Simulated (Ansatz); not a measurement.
Cl$_{6}$OSi$_{2}$, charge +1, doublet, geometry from GFN2-xTB (a state made from the parent by changing its charge; the spin is typed, not shown lowest); HF/pcseg-1 (Ansatz, a program for electronic structure).

Here is a job for Ansatz.
Ansatz 0.2 input:
```yaml
crystal:
  periodic: [false, false, false]
  atoms:
    - {symbol: Cl, position_ang: [2.32079976, 0.13500470, -1.77481537]}
    - {symbol: Si, position_ang: [1.57674114, 0.40439766, 0.06688986]}
    - {symbol: Cl, position_ang: [2.42962633, -0.81594192, 1.40906425]}
    - {symbol: Cl, position_ang: [1.65696001, 2.32428365, 0.63757071]}
    - {symbol: O, position_ang: [0.00000000, 0.00000000, 0.00000000]}
    - {symbol: Si, position_ang: [-1.57674114, -0.40439766, -0.06688986]}
    - {symbol: Cl, position_ang: [-2.25203403, 0.19739104, -1.85571735]}
    - {symbol: Cl, position_ang: [-2.48361902, 0.55495521, 1.44151609]}
    - {symbol: Cl, position_ang: [-1.67173305, -2.39569269, 0.14238167]}
basis:
  gaussian:
    orbitals: pcseg-1.json
hamiltonian:
  xc: hf
total_charge: 1
magnetization: {spin_polarized: true, initial_magnetization: 1}
```
The basis file holds pcseg-1 in the JSON format of the Basis Set Exchange.

The log (banner, timings and long lists left out):

```
Functional definition: HF
1446 factors; integrals over basis functions are off by at most 1.2e-3 eV
mean field evaluation 1: about -92769.9134 eV, gradient 3.2e1 eV
mean field evaluation 2: about -92770.1635 eV, gradient 3.3e1 eV
mean field evaluation 4: about -92774.5672 eV, gradient 2.6e0 eV
mean field evaluation 8: about -92774.6386 eV, gradient 8.0e-2 eV
mean field evaluation 16: about -92774.6387 eV, gradient 2.4e-3 eV
mean field evaluation 32: about -92775.5235 eV, gradient 1.5e-5 eV
mean field evaluation 64: about -92772.3181 eV, gradient 1.7e1 eV
mean field evaluation 96: about -92774.1605 eV, gradient 1.4e1 eV
mean field evaluation 128: about -92775.3768 eV, gradient 1.1e0 eV
mean field evaluation 160: about -92775.0768 eV, gradient 7.0e-1 eV
mean field evaluation 192: about -92773.7526 eV, gradient 1.2e0 eV
mean field evaluation 224: about -92774.6192 eV, gradient 8.3e-1 eV
mean field evaluation 256: about -92774.5554 eV, gradient 8.0e-1 eV
mean field evaluation 288: about -92774.6387 eV, gradient 4.2e-3 eV
mean field evaluation 320: about -92775.5224 eV, gradient 1.4e-1 eV
mean field evaluation 352: about -92775.4532 eV, gradient 1.2e0 eV
mean field -92775.52353686 eV, -3409.4376044710 hartree, gradient 4.8e-6 eV, S^2 0.759383; 10 other end points of the search recorded, 0 dependent functions left out
reference -92775.52353686 eV, -3409.4376044710 hartree; 69, 68 occupied and 89, 90 virtual orbitals, 1446 factors
Total energy: -92775.52353686 eV, -3409.4376044710 hartree
```
